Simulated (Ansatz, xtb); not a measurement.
Relaxing a trial structure of AlF2H3Si

The starting geometry of this gas-phase singlet has its atoms placed at random.

```yaml
atoms:
  - { symbol: Al, position_ang: [1.5109, -1.5547, -0.0657] }
  - { symbol: F, position_ang: [0.4047, -1.5180, -1.4204] }
  - { symbol: F, position_ang: [0.0994, 0.1382, 0.2596] }
  - { symbol: Si, position_ang: [-1.3667, 0.2301, 1.4841] }
  - { symbol: H, position_ang: [1.6034, 0.2557, -0.3638] }
  - { symbol: H, position_ang: [-0.2444, 1.4819, 1.5918] }
  - { symbol: H, position_ang: [-1.8527, 0.2449, 0.2014] }
```

Guess where an optimisation with r2SCAN-D4/def2-SVP ends from this start.

It ends as a structure with F3 bridging Si4 and Al1, given below by its coordinates. Distances that change by over a tenth: Al1–H5 (1.84 → 1.57 Å), Si4–H6 (1.68 → 1.50 Å). Contacts that close: Al1–F3 (2.23 → 1.91 Å), Al1–Si4 (3.72 → 2.39 Å).

The energy falls by 6.99 eV over 18 steps:

| step | E − E(last) (eV) |
| --- | --- |
| 1 | 6.994 |
| 3 | 4.016 |
| 5 | 2.182 |
| 7 | 0.780 |
| 9 | 0.094 |
| 10 | 0.069 |
| 12 | 0.013 |
| 14 | 0.009 |
| 16 | 0.000 |
| 18 | 0.000 |

Final geometry (Å):

```xyz
7

Al    0.9700   -0.7851   -0.2030
F     0.5285   -1.9821   -1.2778
F    -0.0981    0.7532   -0.5521
Si   -0.8005    0.2058    1.0604
H     2.4867   -0.4230    0.0023
H    -0.6739    1.4348    1.9051
H    -2.2579    0.0745    0.7521
```

From the same start GFN2-xTB ends elsewhere, differing in F3–Si4 (3.00 against 1.84 Å here).

From so rough a start the end depends on the optimiser's path, so another program may land elsewhere. The end wasn't checked by frequencies. Run with Ansatz 0.2.0, 53 s on 1 thread of AMD EPYC 7R43 64-Core Processor (Zen 3) (shared host).
